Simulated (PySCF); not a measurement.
Z-matrix (Å, degrees):
```
Nb
O 1 1.6913
H 1 1.7806 2 101.85
H 1 1.7806 2 101.85 3 -120.00
H 1 1.7808 2 101.90 3 120.00
```
Charge 0, spin multiplicity 1.

Task: Predict the charge on the central atom (Mulliken), LUMO, HOMO–LUMO gap, dipole moment, HOMO and total energy from PBE-D3(BJ)/def2-TZVP // TPSS-D3(BJ)/def2-SVP in PySCF.

Result: 
The charge on the central atom (Mulliken) is 0.78 e and the LUMO is -3.74 eV. The HOMO–LUMO gap is 4.04 eV and the dipole moment is 2.35 D. The HOMO is -7.78 eV. The total energy is -133.9842 Ha.
